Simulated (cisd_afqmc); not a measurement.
Input (AFQMC/CISD/cc-pVDZ; cisd_afqmc is a phaseless AFQMC code with CISD trial states that reads the integrals written by Ansatz):

Ansatz 0.2 input:
```python
import cisd_afqmc

open("ham.yaml", "w").write("""\
crystal:
  periodic: [false, false, false]
  atoms:
    - {symbol: Ge, position_ang: [-0.00000000, -0.00000000, -1.16137475]}
    - {symbol: Br, position_ang: [0.00000000, 0.00000000, 1.06182835]}
basis:
  gaussian:
    orbitals: cc-pVDZ
total_charge: 1
magnetization: {spin_polarized: false}
correlation: {method: ccsd, electrons: outside_noble_gas, hamiltonian_folder: ham}
""")
rep = cisd_afqmc.ansatz("ham.yaml")
e_ccsd = rep["correlation"]["coupled_cluster"]["energy"]["hartree"]
out = cisd_afqmc.run("ham", e_ccsd, trial="CISD", walkers=200, populations=8, threads=8, dt=0.005, steps=40, early=24, settle=10, least=32,
    cut=5e-5, rank_cut=2e-4, target=0.0004, seconds=1500, seed=1, memory=17280, gpu=False)
```

Output:

```
orbitals 26, occupied [5], factors 126 of 644, rank of the doubles 61 of 105
E(HF) = -4647.483536
E(CCSD) on the cut factors = -4647.674810, shift to the whole factors -0.000002
Energy of the trial state on the determinant = -4647.674903
  tau behind 7.2 of longer steps, mean of the populations' last blocks
   2.0  -4647.68287
   4.0  -4647.68280
   6.0  -4647.68261
   8.0  -4647.68269
blocks 268 (0 outliers left out), error by blocks joined: 1: 0.00015, 2: 0.00019, 4: 0.00026, 8: 0.00031, 16: 0.00034
E(AFQMC/CISD) = -4647.68283 +/- 0.00034
```
